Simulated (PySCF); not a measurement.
H4O2Si, SMILES O[SiH2]O. Geometry optimised at r2SCAN-D4/def2-TZVP. Other conformers were not sampled.

Computed equilibrium geometry at r2SCAN-D4/def2-TZVP (PySCF confirms it by a frequency run) as bond lengths and angles, and its point group (one conformer of several):
point group C2.
Atoms: Si1 O2 O3 H4 H5 H6 H7. Bonds (Å): Si1–O2 1.644, Si1–O3 1.644, Si1–H4 1.480, Si1–H5 1.480, O2–H6 0.961, O3–H7 0.961. Angles (°): O2–Si1–O3 113.6, O2–Si1–H4 103.8, O2–Si1–H5 111.6, O3–Si1–H4 111.6, O3–Si1–H5 103.8, H4–Si1–H5 112.9, Si1–O2–H6 117.5, Si1–O3–H7 117.5.
